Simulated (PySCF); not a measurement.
Cl$_{2}$Si, singlet, geometry from GFN2-xTB, with bond 3-1 at 1.8 times its length; PBE0/6-31G** run with PySCF.

PySCF was given this input:
```python
from pyscf import gto, scf, dft

mol = gto.Mole()
mol.atom = '''
    Si    0.000850    0.005274    0.923813
    Cl    1.016022    1.213194   -0.388268
    Cl   -1.830780   -2.195787   -1.409586
'''
mol.basis = '6-31g**'
mol.charge = 0
mol.spin = 0
mol.verbose = 4
mol.build()

mf = dft.RKS(mol)
mf.xc = 'pbe0'
mf.kernel()
mo_i, mo_e, stable_i, stable_e = mf.stability(internal=True, external=True, return_status=True, nroots=6, tol=1e-6)
print('internally stable:', stable_i, ' externally stable:', stable_e)
if not stable_e:
    umf = mf.to_uhf() if not hasattr(mf, 'xc') else mf.to_uks()
    umf.scf_summary = {}
    umf.kernel(umf.make_rdm1(mo_e, umf.mo_occ))
```

Task: Write the output that PySCF gives for this input, abridged.

Result: 
```
PySCF version 2.14.0

[INPUT] verbose = 4
[INPUT] num. atoms = 3
[INPUT] num. electrons = 48
[INPUT] charge = 0
[INPUT] spin (= nelec alpha-beta = 2S) = 0
[INPUT] symmetry False subgroup None
[INPUT] Mole.unit = angstrom
[INPUT] Symbol           X                Y                Z      unit          X                Y                Z       unit  Magmom
[INPUT]  1 Si     0.000850000000   0.005274000000   0.923813000000 AA    0.001606267206   0.009966415581   1.745753560313 Bohr   0.0
[INPUT]  2 Cl     1.016022000000   1.213194000000  -0.388268000000 AA    1.920003316533   2.292604395966  -0.733720182933 Bohr   0.0
[INPUT]  3 Cl    -1.830780000000  -2.195787000000  -1.409586000000 AA   -3.459672794331  -4.149436057880  -2.663731489021 Bohr   0.0

nuclear repulsion = 129.026623780328
number of shells = 24
number of NR pGTOs = 153
number of NR cGTOs = 54
basis = 6-31g**
ecp = {}

******** <class 'pyscf.dft.rks.RKS'> ********
method = RKS
initial guess = minao
damping factor = 0
level_shift factor = 0
DIIS = <class 'pyscf.scf.diis.CDIIS'>
diis_start_cycle = 1
diis_space = 8
diis_damp = 0
SCF conv_tol = 1e-09
SCF conv_tol_grad = None
SCF max_cycles = 50
direct_scf = True
direct_scf_tol = 1e-13
XC library pyscf.dft.libxc version 7.1.2
    S. Lehtola, C. Steigemann, M. J. T. Oliveira, and M. A. L. Marques,  SoftwareX 7, 1–5 (2018)
XC functionals = pbe0
    C. Adamo and V. Barone,  J. Chem. Phys. 110, 6158 (1999)
    M. Ernzerhof and G. E. Scuseria,  J. Chem. Phys. 110, 5029 (1999)
radial grids:
    Treutler-Ahlrichs [JCP 102, 346 (1995); DOI:10.1063/1.469408] (M4) radial grids

becke partition: Becke, JCP 88, 2547 (1988); DOI:10.1063/1.454033
pruning grids: <function nwchem_prune>
grids dens level: 3
symmetrized grids: False
atomic radii adjust function: <function treutler_atomic_radii_adjust>
small_rho_cutoff = 0
Set gradient conv threshold to 3.16228e-05
Initial guess from minao.
tot grids = 56944
init E= -1209.29071090609
cycle= 1 E= -1209.19449673619  delta_E= 0.0962  |g|= 0.524  |ddm|= 1.52
cycle= 2 E= -1201.3643814963  delta_E= 7.83  |g|= 2.25  |ddm|= 6.19
cycle= 3 E= -1209.26346350588  delta_E= -7.9  |g|= 0.403  |ddm|= 6.15
cycle= 4 E= -1209.34092890401  delta_E= -0.0775  |g|= 0.158  |ddm|= 0.925
cycle= 5 E= -1209.34186146152  delta_E= -0.000933  |g|= 0.121  |ddm|= 0.35
cycle= 6 E= -1209.34736601913  delta_E= -0.0055  |g|= 0.071  |ddm|= 0.0939
cycle= 7 E= -1209.35024879973  delta_E= -0.00288  |g|= 0.00698  |ddm|= 0.151
cycle= 8 E= -1209.35027479633  delta_E= -2.6e-05  |g|= 0.000961  |ddm|= 0.0115
cycle= 9 E= -1209.35027523316  delta_E= -4.37e-07  |g|= 0.00108  |ddm|= 0.00361
cycle= 10 E= -1209.3502762381  delta_E= -1e-06  |g|= 0.000276  |ddm|= 0.00354
cycle= 11 E= -1209.35027639666  delta_E= -1.59e-07  |g|= 3.36e-05  |ddm|= 0.00257
cycle= 12 E= -1209.35027640181  delta_E= -5.15e-09  |g|= 7.2e-06  |ddm|= 0.000519
cycle= 13 E= -1209.35027640199  delta_E= -1.82e-10  |g|= 4.07e-06  |ddm|= 9.61e-05
Extra cycle  E= -1209.35027640191  delta_E= 8.5e-11  |g|= 1.37e-05  |ddm|= 3.24e-05
converged SCF energy = -1209.35027640191
rhf_internal: lowest eigs of H = [0.12792018 0.13006538 0.14557471 0.16687764 0.17238996 0.62022545]
<class 'pyscf.dft.rks.RKS'> wavefunction is stable in the internal stability analysis
rhf_real2complex: lowest eigs of H = [0.02403246 0.02823403 0.03057938 0.03260172 0.03729375 0.05238513]
<class 'pyscf.dft.rks.RKS'> wavefunction is stable in the real -> complex stability analysis
rhf_external: lowest eigs of H = [-0.02644535  0.00513488  0.01568665  0.02230333  0.02912774  0.0309071 ]
<class 'pyscf.dft.rks.RKS'> wavefunction has an RHF/RKS -> UHF/UKS instability
internally stable: True  externally stable: False

******** <class 'pyscf.dft.uks.UKS'> ********
method = UKS
initial guess = minao
damping factor = 0
level_shift factor = 0
DIIS = <class 'pyscf.scf.diis.CDIIS'>
diis_start_cycle = 1
diis_space = 8
diis_damp = 0
SCF conv_tol = 1e-09
SCF conv_tol_grad = None
SCF max_cycles = 50
direct_scf = True
direct_scf_tol = 1e-13
number electrons alpha = 24  beta = 24
XC library pyscf.dft.libxc version 7.1.2
    S. Lehtola, C. Steigemann, M. J. T. Oliveira, and M. A. L. Marques,  SoftwareX 7, 1–5 (2018)
XC functionals = pbe0
    C. Adamo and V. Barone,  J. Chem. Phys. 110, 6158 (1999)
    M. Ernzerhof and G. E. Scuseria,  J. Chem. Phys. 110, 5029 (1999)
radial grids:
    Treutler-Ahlrichs [JCP 102, 346 (1995); DOI:10.1063/1.469408] (M4) radial grids

becke partition: Becke, JCP 88, 2547 (1988); DOI:10.1063/1.454033
pruning grids: <function nwchem_prune>
grids dens level: 3
symmetrized grids: False
atomic radii adjust function: <function treutler_atomic_radii_adjust>
small_rho_cutoff = 0
Set gradient conv threshold to 3.16228e-05
init E= -1209.20071246281
cycle= 1 E= -1209.10498217181  delta_E= 0.0957  |g|= 0.503  |ddm|= 1.48
cycle= 2 E= -1201.16430304812  delta_E= 7.94  |g|=  1.6  |ddm|= 4.31
cycle= 3 E= -1209.26906811117  delta_E= -8.1  |g|= 0.224  |ddm|= 4.19
cycle= 4 E= -1209.23500349544  delta_E= 0.0341  |g|= 0.357  |ddm|= 1.13
cycle= 5 E= -1209.34257702628  delta_E= -0.108  |g|= 0.0851  |ddm|= 0.409
cycle= 6 E= -1209.34840568207  delta_E= -0.00583  |g|= 0.0395  |ddm|= 0.122
cycle= 7 E= -1209.35021896868  delta_E= -0.00181  |g|= 0.0048  |ddm|= 0.0724
cycle= 8 E= -1209.35025694914  delta_E= -3.8e-05  |g|= 0.00434  |ddm|= 0.0278
cycle= 9 E= -1209.35027964326  delta_E= -2.27e-05  |g|= 0.00186  |ddm|= 0.00674
cycle= 10 E= -1209.35029522663  delta_E= -1.56e-05  |g|= 0.000938  |ddm|= 0.0102
cycle= 11 E= -1209.35029831676  delta_E= -3.09e-06  |g|= 0.000979  |ddm|= 0.00227
cycle= 12 E= -1209.35027710614  delta_E= 2.12e-05  |g|= 0.0008  |ddm|= 0.0254
cycle= 13 E= -1209.35027620344  delta_E= 9.03e-07  |g|= 0.000133  |ddm|= 0.0111
cycle= 14 E= -1209.35027634232  delta_E= -1.39e-07  |g|= 0.000134  |ddm|= 0.0019
cycle= 15 E= -1209.35027638781  delta_E= -4.55e-08  |g|= 4.22e-05  |ddm|= 0.000866
cycle= 16 E= -1209.35027639806  delta_E= -1.03e-08  |g|= 2.53e-05  |ddm|= 0.00045
cycle= 17 E= -1209.35027640171  delta_E= -3.65e-09  |g|= 1.01e-05  |ddm|= 0.000341
cycle= 18 E= -1209.35027640188  delta_E= -1.7e-10  |g|= 7.03e-06  |ddm|= 4.47e-05
Extra cycle  E= -1209.35027640187  delta_E= 1.11e-11  |g|= 1.12e-05  |ddm|= 3.43e-05
converged SCF energy = -1209.35027640187  <S^2> = 5.9408407e-09  2S+1 = 1
```
